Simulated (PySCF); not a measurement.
## O³⁺: ionisation energy

O³⁺ [He] 2s2 2p1 [2p1/2^1, M_J = 1/2] → O⁴⁺ [He] 2s2, as a difference of total energies. Computed with PySCF 2.14 in x2c-SVPall-2c (3s2p1d, 14 functions), with the two-component X2C-1e Hamiltonian. Correlated levels: 1s2 frozen. "Screened" scales the spin-orbit matrix elements by Boettger's factors to mimic the two-electron term; Breit and QED terms are absent.

| method | ionisation energy (eV) |
| --- | --- |
| GHF (spin-free) | 77.601 |
| GMP2 (spin-free) | 77.494 |
| GHF (screened spin-orbit) | 77.629 |
| GMP2 (screened spin-orbit) | 77.521 |

How much does correlation contribute at GMP2 (screened spin-orbit)?

77.521 − (77.629) = -0.108 eV, measured against GHF (screened spin-orbit).

Errors of the correlated levels include the incompleteness of this basis and the frozen core.

For comparison: 77.413 eV (measured; NIST Atomic Spectra Database, ionization energies).
